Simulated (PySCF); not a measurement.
Ga(H)2(vinyl) (C2H5Ga), SMILES [CH]([GaH2])=C. Atoms are numbered in the order given.

```xyz
8

Ga    -0.0393     0.7444     0.0000
H     -1.5932     0.9856     0.0000
H      0.9712     1.9463     0.0000
C      0.5725    -1.1145     0.0000
C     -0.3079    -2.1339     0.0000
H      1.6415    -1.3676     0.0000
H      0.0036    -3.1867     0.0000
H     -1.3913    -1.9622     0.0000
```

Geometry: TPSSh-D3(BJ)/def2-SVP.

All values below come from PySCF with TDDFT-CAM-B3LYP/def2-SVPD.

Vertical excitations. Gas-phase values at a fixed geometry. State labels are in the subgroup Cs.

```
state  symmetry  energy (eV)  λ (nm)      f                                                main pairs
-----  --------  -----------  ------  -----  --------------------------------------------------------
S1           A"         4.87     255  0.002                                          HOMO−1→LUMO 98 %
S2           A"         5.29     234  0.000                                          HOMO−2→LUMO 98 %
S3           A'         5.81     213  0.177                                            HOMO→LUMO 99 %
S4           A"         6.88     180  0.008                                        HOMO−1→LUMO+2 91 %
S5           A"         7.64     162  0.084                        HOMO→LUMO+1 60 %, HOMO→LUMO+3 33 %
S6           A'         7.77     160  0.070  HOMO−1→LUMO+1 46 %, HOMO→LUMO+2 26 %, HOMO−1→LUMO+3 23 %
S7           A'         7.84     158  0.142                      HOMO→LUMO+2 48 %, HOMO−1→LUMO+1 41 %
S8           A"         7.93     156  0.009                                          HOMO−3→LUMO 72 %
S9           A'         8.11     153  0.280                                        HOMO−2→LUMO+1 86 %
S10          A"         8.16     152  0.002                                        HOMO−2→LUMO+2 89 %
T1           A'         3.88     320      0                          HOMO→LUMO 69 %, HOMO→LUMO+2 27 %
T2           A"         4.46     278      0                                          HOMO−1→LUMO 95 %
T3           A"         4.85     256      0                                          HOMO−2→LUMO 95 %
T4           A'         6.31     197      0                          HOMO→LUMO+2 64 %, HOMO→LUMO 29 %
```
Triplets are in the Tamm–Dancoff approximation, which puts them higher than full response would, so one can lie above its singlet here.
